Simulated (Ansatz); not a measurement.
Species: ZrH₄ (charge -1, doublet). The spin state was set by rule; other spins were not relaxed. 
Structure (B3LYP-D3(BJ)/def2-TZVP (Ansatz, an electronic-structure program) minimum search):
SMILES: [ZrH4-]
```xyz
5

Zr     0.0000     0.0000     0.0000
H      0.9319     1.1945     1.2131
H      0.9552    -1.1829    -1.2063
H     -0.9467     1.2040    -1.1922
H     -0.9405    -1.2155     1.1853
```
Charge -1, spin multiplicity 2.

Basis-set convergence of Hartree-Fock and MP2 correlation energies (hartree) with Ansatz. Valence correlation only, unless marked. Open shells are spin-unrestricted. No spin-orbit coupling. The frozen core is the preceding noble-gas configuration, with the filled d and f shells of earlier blocks. In def2 rows, elements after Kr have scalar-relativistic effective core potentials. This anion needs diffuse functions, which these sets lack.

| basis | functions | E(HF) | E(corr, MP2) |
|---|---|---|---|
| def2-SVP | 51 | -48.78024 | -0.11029 |
| def2-TZVPP | 112 | -48.79866 | -0.14096 |
| def2-QZVPP | 201 | (withheld) | (withheld) |

Question: What belongs in the gaps?

Answer: 
- def2-QZVPP, E(HF): -48.80344
- def2-QZVPP, E(corr, MP2): -0.14936
